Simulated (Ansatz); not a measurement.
Input file for Ansatz (an electronic-structure program): R-r2SCAN/def2-TZVPPD on C2H6AlN (a complex), monomers drawn apart or pushed together. Files ending in .json are basis or fitting sets from the Basis Set Exchange.

Ansatz 0.2 input:
```yaml
crystal:
  periodic: [false, false, false]
  atoms:
    - {symbol: Al, position_ang: [-0.03534412, 0.15324321, -0.40981655]}
    - {symbol: H, position_ang: [-1.49527161, -0.22021759, -0.92851754]}
    - {symbol: H, position_ang: [1.14634410, -0.86223162, -0.74494603]}
    - {symbol: H, position_ang: [0.33283800, 1.70001927, -0.30106647]}
    - {symbol: C, position_ang: [-0.55673832, -0.75541807, 3.88698150]}
    - {symbol: C, position_ang: [-0.38613199, -0.45814918, 2.48087710]}
    - {symbol: N, position_ang: [-0.25080905, -0.22326413, 1.36974227]}
    - {symbol: H, position_ang: [-0.11053531, -1.72384954, 4.11505534]}
    - {symbol: H, position_ang: [-0.07068126, 0.01420755, 4.48731668]}
    - {symbol: H, position_ang: [-1.61912286, -0.78339651, 4.13099299]}
basis:
  gaussian:
    orbitals: def2-TZVPPD.json
hamiltonian:
  xc: {name: r2SCAN}
scf: {lower_state_search: off}
```

Output:

```
WARN ansatz: RAYON_NUM_THREADS=2 ignored (pool sized by the plan → 2); use --threads N
Functional definition: r2SCAN
these checks for a lower state are left out or cut short: stability, starts, cluster_reference, orbital_swaps, neighbouring_geometries, increment
integrals: 0.17 GiB planned
1182 factors; their error is unknown
mean field: 1.32 GiB planned
mean field evaluation 1: about -10249.2992 eV, gradient 6.0e1 eV
mean field evaluation 2: about -10238.3307 eV, gradient 8.9e1 eV
mean field evaluation 4: about -10256.6278 eV, gradient 4.5e0 eV
mean field evaluation 8: about -10256.6887 eV, gradient 1.1e-1 eV
mean field evaluation 16: about -10256.6642 eV, gradient 1.3e-4 eV
mean field -10256.66423644 eV, -376.9254584726 hartree, gradient 2.1e-6 eV, S^2 0.000000; 0 other end points of the search recorded, 0 dependent functions left out
reference -10256.66425272 eV, -376.9254590707 hartree; 19, 19 occupied and 242, 242 virtual orbitals, 1182 factors
Total energy: -10256.66425272 eV, -376.9254590707 hartree
Checks for a lower state left out: stability, starts, cluster_reference, orbital_swaps, neighbouring_geometries, increment
```

Self-consistency was reached.

Cost: very roughly 4 core-seconds.
